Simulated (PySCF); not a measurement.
**How methods differ on the excitation energy of Pb**

Pb [Xe] 4f14 5d10 6s2 6p2 (3P) → Pb [Xe] 4f14 5d10 6s2 6p1 7s1 (3P), as a difference of total energies. All numbers are calculated (PySCF 2.14, scalar relativity through the core potential, in aug-cc-pVTZ-PP with ECP60MDF). Correlated levels: valence: 5s2 5p6 5d10 frozen. The calculations carry no spin-orbit coupling.

```csv
method,excitation energy (cm⁻¹)
UHF,30456
MP2 (valence),31092
SCS-MP2 (valence),31026
CCSD (valence),31122
CCSD(T) (valence),31144
```

Spin-orbit coupling is strong in these open shells (close to jj coupling). The scalar numbers leave it out and a first-order estimate fails, so it can dominate the gap to the real levels.

The promoted electron is Rydberg-like, and one or two diffuse shells describe it only roughly, which tends to raise the upper state.
